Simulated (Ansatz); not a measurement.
Total energies of diphenyl sulfone, `O=S(=O)(c1ccccc1)c1ccccc1` from Ansatz at PBE0-D4/def2-SVP, gas phase (1 Eh = 27.2114 eV = 2625.5 kJ/mol). The reference geometry is relaxed at r2SCAN-D4/def2-SVP.

```tsv
state	geometry	energy (Eh)
charge 0 singlet	reference	-1010.48795
charge 1 doublet	reference	-1010.15358
charge -1 doublet	reference	-1010.49339
charge -1 doublet	relaxed at r2SCAN-D4/def2-SVP	-1010.50005
free O atom (triplet)	–	-74.92490
free S atom (triplet)	–	-397.83788
free C atom (triplet)	–	-37.76066
free H atom (doublet)	–	-0.50029
```

Work out the vertical ionisation energy to the doublet.

E(charge 1 doublet) − E(charge 0 singlet) = -1010.15358 − (-1010.48795) = 0.33437 Eh = 9.10 eV. For comparison, −ε of the highest occupied level is 7.59 eV at this level, 1.51 eV less.

Work out the vertical electron affinity, to the doublet.

E(charge 0 singlet) − E(charge -1 doublet) = -1010.48795 − (-1010.49339) = 0.00544 Eh = 0.15 eV. The basis lacks diffuse functions, which makes affinities too small.

Give the fundamental gap IE − EA, the Mulliken electronegativity (IE + EA)/2 and the hardness (IE − EA)/2.

From the values in Eh: IE − EA = 0.33437 − 0.00544 = 0.32893 Eh = 8.95 eV; (IE + EA)/2 = 4.62 eV; (IE − EA)/2 = 4.48 eV. The HOMO–LUMO gap of the same run is 6.05 eV, 2.90 eV smaller than the fundamental gap.

How much does the charge -1 doublet relax, and what is the adiabatic electron affinity?

Relaxation: -1010.49339 − (-1010.50005) = 0.00666 Eh = 0.18 eV. Adiabatic electron affinity: 0.01210 Eh = 0.33 eV, without zero-point energy. 

What is the binding energy per atom against free atoms?

Atoms: 2 × (-74.92490) + 1 × (-397.83788) + 12 × (-37.76066) + 10 × (-0.50029) = -1005.81850 Eh. Binding: -1005.81850 − (-1010.48795) = 4.66945 Eh = 127.06 eV, or 5.08 eV for each of 25 atoms (no zero-point energy, no counterpoise term).

At PBE0-D4/def2-SVP the highest occupied level of the charge -1 doublet lies above zero (up to 1.33 eV). By energy differences its removal costs 0.15 eV (vertical, to the charge 0 singlet, at PBE0-D4/def2-SVP); self-interaction error and the lack of diffuse functions both raise the level. At PBE0-D4/def2-SVP the highest occupied level of the relaxed charge -1 doublet lies above zero (up to 0.93 eV). By energy differences its removal costs 0.33 eV (each at its own geometry, to the charge 0 singlet, at PBE0-D4/def2-SVP); self-interaction error and the lack of diffuse functions both raise the level.
